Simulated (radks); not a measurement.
Values are calculated unless marked as measured or tabulated.
Question: These are the eigenvalues of the occupied orbitals of an atom or ion with whole-number occupations (hartree). Code: a radial shooting solver on a logarithmic mesh with Libxc functionals. Model: non-relativistic Kohn-Sham, TPSS, spin-polarised, spherical densities, point nucleus; meta-GGA in the generalised Kohn-Sham scheme.

orbital  eigenvalue
1s down   -2648.860
1s up     -2648.859
2s up     -522.0824
2s down   -521.9152
2p up     -505.6887
2p down   -505.5681
3s up     -190.7719
3s down   -190.6115
3p up     -183.4172
3p down   -183.2382
3d up     -170.2298
3d down   -169.9931

Which element is it, and in what charge state? The configuration may be excited. Open shells, if any, are filled with parallel spins first.

Answer: Z = 77, iridium, charge +50: Ir50+ in [Ar] 3d9. The list shows which subshells hold electrons but not how many an open one holds; the 1s level, -2648.9 hartree, gives Z - s = 72.8 by -(Z - s)^2/2, which with screening narrows Z to a few neighbours, and the depths of the outer levels then fix element, charge and occupations together.
